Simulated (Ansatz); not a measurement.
Job for Ansatz (a first-principles code): R-B3LYP/def2-TZVPP on ClH6NSi2 (SMILES [SiH3]N[SiH2]Cl), atoms moved off the minimum.

Ansatz 0.2 input:
```yaml
crystal:
  periodic: [false, false, false]
  atoms:
    - {symbol: Si, position_ang: [-2.17985951, -0.41898965, -0.23562328]}
    - {symbol: N, position_ang: [-0.59834258, -0.29962708, -0.89377570]}
    - {symbol: Si, position_ang: [0.89975934, -0.66159194, -0.27326944]}
    - {symbol: Cl, position_ang: [1.63613186, 1.09594892, 0.79982613]}
    - {symbol: H, position_ang: [-2.76689223, 1.00709222, -0.04522342]}
    - {symbol: H, position_ang: [-2.09402519, -0.97776606, 1.07607627]}
    - {symbol: H, position_ang: [-3.11116897, -1.11060852, -0.96321351]}
    - {symbol: H, position_ang: [-0.56799682, 0.03137396, -1.92545215]}
    - {symbol: H, position_ang: [1.90151964, -0.99189922, -1.17644060]}
    - {symbol: H, position_ang: [0.76212175, -1.61276232, 0.92603388]}
basis:
  gaussian:
    orbitals: def2-TZVPP
hamiltonian:
  xc: {name: B3LYP}
scf: {lower_state_search: off}
output: {forces: true}
```

Output:

```
WARN ansatz: RAYON_NUM_THREADS=8 ignored (pool sized by the plan → 8); use --threads N
Functional definition: B3LYP
these checks for a lower state are left out or cut short: stability, starts, cluster_reference, orbital_swaps, neighbouring_geometries, increment
integrals: 0.20 GiB planned
1404 factors; their error is unknown
0.29 GiB of the device are held for the grids
1.38 GiB of device memory are held for the factors and their scratch space
mean field: 1.17 GiB planned
mean field evaluation 1: about -29863.7699 eV, gradient 6.3e1 eV
mean field evaluation 2: about -29848.8417 eV, gradient 9.7e1 eV
mean field evaluation 4: about -29870.9853 eV, gradient 4.6e0 eV
mean field evaluation 8: about -29871.0270 eV, gradient 5.8e-2 eV
mean field evaluation 16: about -29871.0719 eV, gradient 1.3e-4 eV
mean field -29871.07191574 eV, -1097.7416455638 hartree, gradient 3.0e-6 eV, S^2 0.000000; 0 other end points of the search recorded, 0 dependent functions left out
the calculation of the forces begins
reference -29871.07221334 eV, -1097.7416565004 hartree; 29, 29 occupied and 212, 212 virtual orbitals, 1404 factors
Total energy: -29871.07221334 eV, -1097.7416565004 hartree
Atom 0 at    -2.179860    -0.418990    -0.235623 Å, force     0.361890     3.094256     1.371742 eV/Å
Atom 1 at    -0.598343    -0.299627    -0.893776 Å, force    -0.563075     0.437794    -3.743496 eV/Å
Atom 2 at     0.899759    -0.661592    -0.273269 Å, force     0.135452     0.869725     4.050758 eV/Å
Atom 3 at     1.636132     1.095949     0.799826 Å, force    -0.161489    -0.808463    -0.675164 eV/Å
Atom 4 at    -2.766892     1.007092    -0.045223 Å, force     0.368278    -0.928060    -0.218181 eV/Å
Atom 5 at    -2.094025    -0.977766     1.076076 Å, force     0.223395    -0.521433     0.864207 eV/Å
Atom 6 at    -3.111169    -1.110609    -0.963214 Å, force    -1.439781    -1.408152    -1.601725 eV/Å
Atom 7 at    -0.567997     0.031374    -1.925452 Å, force    -0.129560    -0.637305     2.349790 eV/Å
Atom 8 at     1.901520    -0.991899    -1.176441 Å, force     1.134099    -0.457889    -1.370562 eV/Å
Atom 9 at     0.762122    -1.612762     0.926034 Å, force     0.070790     0.359527    -1.027369 eV/Å
Dipole moment:    -0.246919    -0.391156    -0.559308 e Å
Checks for a lower state left out: stability, starts, cluster_reference, orbital_swaps, neighbouring_geometries, increment
```

Self-consistency was reached.
